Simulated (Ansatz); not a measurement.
```yaml
crystal:
  periodic: [false, false, false]
  atoms:
    - {symbol: C, position_ang: [-0.692958, 0.426690, 0.756691]}
    - {symbol: C, position_ang: [0.102837, 0.362743, 0.180993]}
    - {symbol: C, position_ang: [0.070809, 0.858061, -0.683875]}
    - {symbol: In, position_ang: [0.393455, -0.880817, -0.073931]}
    - {symbol: O, position_ang: [1.279367, -1.512425, -0.867668]}
    - {symbol: O, position_ang: [-0.217451, -2.141862, 0.412943]}
    - {symbol: H, position_ang: [-1.202879, 0.230907, 0.355188]}
    - {symbol: H, position_ang: [-0.673182, 0.114645, 1.418358]}
    - {symbol: H, position_ang: [-0.962062, 1.055833, 0.790595]}
    - {symbol: H, position_ang: [0.581724, 0.671610, 0.558842]}
    - {symbol: H, position_ang: [-0.061154, 1.737927, -0.447562]}
    - {symbol: H, position_ang: [0.745623, 0.975764, -1.064422]}
    - {symbol: H, position_ang: [-0.400858, 0.657917, -1.162406]}
    - {symbol: H, position_ang: [1.866744, -0.878920, -1.139662]}
    - {symbol: H, position_ang: [-0.632387, -1.980411, 0.690692]}
basis:
  gaussian: {orbitals: ANO-RCC-VTZP, final_grid: {core_spheres: 5, valence_spheres: 4, degree: 11}, point_charges: [{charge: 2.00, position_ang: [6.510, 0.198, -0.520]}]}
hamiltonian: {xc: {name: SVWN5}}
```

```sh
$ ansatz run in.yaml --threads 4 --pin off --events-out ev --progress --plain --max-ram 11315MiB
```

Shortened log:

```
Functional definition: SVWN5
2210 factors; their error is unknown
mean field evaluation 1: about -166957.6474 eV, gradient 2.5e2 eV
mean field evaluation 2: about -166407.4869 eV, gradient 4.8e2 eV
mean field evaluation 4: about -167037.1644 eV, gradient 1.0e2 eV
mean field evaluation 8: about -167049.1745 eV, gradient 9.5e0 eV
mean field evaluation 16: about -167049.2042 eV, gradient 2.5e0 eV
mean field -167049.22368915 eV, -6138.9457405456 hartree, gradient 4.7e-5 eV, S^2 0.000000; 1 other end points of the search recorded, 0 dependent functions left out
reference -167049.22376274 eV, -6138.9457432501 hartree; 46, 46 occupied and 298, 298 virtual orbitals, 2210 factors
Total energy: -167049.22376274 eV, -6138.9457432501 hartree
Relativity: scalar
```

In this input the geometry is squeezed to about two thirds of its size. The calculation finished and met its thresholds. The result belongs to that input, not to the molecule as meant.
